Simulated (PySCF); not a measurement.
## Correlation energy of V⁺ (vanadium, charge +1)

[Ar] 3d4, high-spin 5D determinant. Calculation: PySCF 2.14, in aug-cc-pVDZ (7s6p4d2f, 59 functions); no relativity, point nucleus. Frozen: [Ar]; 4 electrons correlated.

| level | correlation energy (mhartree) |
| --- | --- |
| CCSD | -44.53 |
| (T) | -0.51 |
| CCSD(T) | -45.04 |

Diagnostics: T1 = 0.012, D1 = 0.0184, largest double amplitude 0.035.

Cost of the coupled-cluster step: of the order of 2.3 core-seconds, for 4 correlated electrons.
